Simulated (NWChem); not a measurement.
C$_{4}$H$_{12}$O$_{2}$Si; SMILES O([Si](C)(C)OC)C

```xyz
19

C     -1.1619     2.2474     0.0803
O     -0.9919     0.8771     0.3871
Si     0.3736    -0.0249     0.0556
C      1.8227     0.4814     1.1314
C      0.7869     0.0942    -1.7794
O      0.0080    -1.5814     0.4920
C     -1.1149    -2.3062     0.0160
H     -2.1711     2.5447     0.3832
H     -1.0551     2.4448    -0.9961
H     -0.4431     2.8793     0.6220
H      2.1171     1.5236     0.9576
H      2.6972    -0.1484     0.9307
H      1.5681     0.3741     2.1915
H     -0.0456    -0.2486    -2.4052
H      1.6607    -0.5233    -2.0195
H      1.0206     1.1230    -2.0804
H     -1.0990    -3.2980     0.4788
H     -2.0544    -1.8070     0.2829
H     -1.0823    -2.4347    -1.0753
```
Atoms are numbered in this order, from 1.

Results from NWChem. Pople sets run with spherical d functions. STO-3G and 3-21G are far too small for this property and stand as cheap habits. Geometry: optimised at B3LYP/6-31G* (spherical d). GIAO values for the isolated, static molecule; σ is the absolute isotropic shielding, δ = σ(reference) − σ with the isolated reference molecule computed at the same levels (13C: tetramethylsilane, 1H: tetramethylsilane, 17O: water).

```tsv
level	δ C1 (ppm)	δ O2 (ppm)	δ C4 (ppm)	δ C5 (ppm)	δ H8 (rotor mean) (ppm)	δ H11 (rotor mean) (ppm)	δ H17 (rotor mean) (ppm)
PBE0/pcSseg-1	52.2	26.0	-3.0	-6.0	3.47	-0.03	3.59
Hartree-Fock/STO-3G	45.3	-108.3	-3.2	-4.0	1.31	0.24	1.56
KT2/pcSseg-1	53.3	36.4	-3.4	-6.6	3.59	-0.04	3.70
B3LYP/6-31G*	(withheld)	(withheld)	(withheld)	(withheld)	(withheld)	(withheld)	3.58
```

### Question
What belongs in the gaps?

### Answer

- B3LYP/6-31G*, δ C1 (ppm): 49.0
- B3LYP/6-31G*, δ O2 (ppm): 14.2
- B3LYP/6-31G*, δ C4 (ppm): -2.0
- B3LYP/6-31G*, δ C5 (ppm): -4.5
- B3LYP/6-31G*, δ H8 (rotor mean) (ppm): 3.52
- B3LYP/6-31G*, δ H11 (rotor mean) (ppm): -0.10
